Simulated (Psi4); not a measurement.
F4Te, charge +1, doublet, geometry from GFN2-xTB (a state made from the parent by changing its charge; the spin is typed, not shown lowest) (core potentials on Te); WB97X-V/def2-SVP in Psi4.

Input for Psi4:
```
memory 2 GB

molecule {
1 2
Te   -0.01061858    0.00295013    0.28505227
F     1.14851292    1.60409032    0.11390780
F     1.18532124   -0.83746182   -0.85961877
F    -1.15503896   -1.60227721    0.06128147
F    -1.11744340    0.81860351   -0.96253919
}

set {
  basis def2-svp
  reference uks
}

energy('wb97x-v')
print_variables()
```

Task: Predict the main parts of the log of this Psi4 run.

Result: 
```
   => Loading Basis Set <=

    Name: DEF2-SVP
    Role: ORBITAL
    Keyword: BASIS

    !!!  WARNING: ECP capability is in beta. Please check occupations closely.  !!!

         ---------------------------------------------------------
                                   SCF
               by Justin Turney, Rob Parrish, Andy Simmonett
                          and Daniel G. A. Smith
                              UKS Reference
         ---------------------------------------------------------

  ==> Geometry <==

    Molecular point group: c1
    Full point group: C1

    Geometry (in Angstrom), charge = 1, multiplicity = 2:

       Center              X                  Y                   Z               Mass
    ------------   -----------------  -----------------  -----------------  -----------------
         TE          -0.009580048876     0.002661598136     0.257173235996   129.906222748000
         F            1.149551451124     1.603801788136     0.086028765996    18.998403162730
         F            1.186359771124    -0.837750351864    -0.887497804004    18.998403162730
         F           -1.154000428876    -1.602565741864     0.033402435996    18.998403162730
         F           -1.116404868876     0.818314978136    -0.990418224004    18.998403162730

  Running in c1 symmetry.

  Rotational constants: A =      0.14188  B =      0.08855  C =      0.07505 [cm^-1]
  Rotational constants: A =   4253.52076  B =   2654.55695  C =   2249.96823 [MHz]
  Nuclear repulsion =  329.533454270725485

  Charge       = 1
  Multiplicity = 2
  Electrons    = 59
  Nalpha       = 30
  Nbeta        = 29

  ==> Algorithm <==

  SCF Algorithm Type is DF.
  DIIS enabled.
  MOM disabled.
  Fractional occupation disabled.
  Guess Type is SAD.
  Energy threshold   = 1.00e-06
  Density threshold  = 1.00e-06
  Integral threshold = 1.00e-12

  ==> Primary Basis <==

  Basis Set: DEF2-SVP
    Blend: DEF2-SVP
    Number of shells: 34
    Number of basis functions: 82
    Number of Cartesian functions: 88
    Spherical Harmonics?: true
    Max angular momentum: 2

  Core potential: DEF2-SVP
    Number of shells: 4
    Number of ECP primitives: 18
    Number of ECP core electrons: 28
    Max angular momentum: 3

  ==> DFT Potential <==

   => LibXC <=

    Version 7.1.2
    S. Lehtola, C. Steigemann, M. J. T. Oliveira, and M. A. L. Marques,  SoftwareX 7, 1–5 (2018) (10.1016/j.softx.2017.11.002)

   => Composite Functional: WB97X-V <=

[...]
      Ntotal   =   58.9999400540 ; deviation = -5.995e-05

   @Spin Contamination Metric:   2.836561027E-02
   @S^2 Expected:                7.500000000E-01
   @S^2 Observed:                7.783656103E-01
   @S   Expected:                5.000000000E-01
   @S   Observed:                5.000000000E-01

    Orbital Energies [Eh]
    ---------------------

    Alpha Occupied:

[...]
    Alpha Virtual:

[...]
      82A     52.416990

    Beta Occupied:

[...]
    Beta Virtual:

[...]
    Final Occupation by Irrep:
              A
    DOCC [    29 ]
    SOCC [     1 ]
    NA   [    30 ]
    NB   [    29 ]

  @DF-UKS Final Energy:  -666.44568847507389

   => Energetics <=

    Nuclear Repulsion Energy =            329.5334542707254855
    One-Electron Energy =               -1662.9806459980422915
    Two-Electron Energy =                 711.2168579229620491
    DFT Exchange-Correlation Energy =     -44.4526284328902790
    Empirical Dispersion Energy =           0.0000000000000000
    VV10 Nonlocal Energy =                  0.2372737621711212
    Total Energy =                       -666.4456884750738936

  UHF NO Occupations:
  HONO-2 :   28  A 1.9987603
  HONO-1 :   29  A 1.9873067
  HONO-0 :   30  A 1.0000000
  LUNO+0 :   31  A 0.0126933
  LUNO+1 :   32  A 0.0012397
  LUNO+2 :   33  A 0.0000697
  LUNO+3 :   34  A 0.0000564

Computation Completed

Properties will be evaluated at   0.000000,   0.000000,   0.000000 [a0]

Properties computed using the SCF density matrix

 Multipole Moments:

 ------------------------------------------------------------------------------------
     Multipole            Electronic (a.u.)      Nuclear  (a.u.)        Total (a.u.)
 ------------------------------------------------------------------------------------

 L = 1.  Multiply by 2.5417464519 to convert [e a0] to [Debye]
 Dipole X            :         -0.7322264            0.6796063           -0.0526201
 Dipole Y            :          0.2034348           -0.1888131            0.0146217
 Dipole Z            :         19.6565700          -18.2438049            1.4127652
 Magnitude           :                                                    1.4138204

 ------------------------------------------------------------------------------------

  Variable Map:
  ----------------------------------------------------------------------------
[...]
  Array Variable Map:
  ----------------------------------------------------------------------------
[...]
[...]
```
